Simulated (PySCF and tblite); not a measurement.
Values are calculated unless marked as measured or tabulated.
System: C7H15N, numbered as in [CH3:1][C@@H:2]1[CH2:3][N:4]1[C:5]([CH3:6])([CH3:7])[CH3:8].

Geometries: GFN2-xTB; energies: PBE/pcSseg-1 + D3(BJ), IEF-PCM tetrahydrofuran; zero-point and thermal terms from GFN2-xTB harmonic modes (soft modes blended into free rotors). Rates follow Eyring's equation with the number of equivalent paths and no tunnelling. Run with tblite and PySCF.

**Question.** How high is the barrier to the pyramidal inversion at N4, through which structure does it pass, and what rate follows at 298 K?

**Answer.** The electronic barrier is 15.6 kcal/mol and ΔG‡(298 K) 14.7 kcal/mol, over a C1 saddle with an imaginary mode of 266i cm⁻¹ (GFN2-xTB). With 1 equivalent path, k is 102 s⁻¹, a mean lifetime of the start of 9.8 ms against this motion. The end lies 5.8 kcal/mol above the start in free energy.
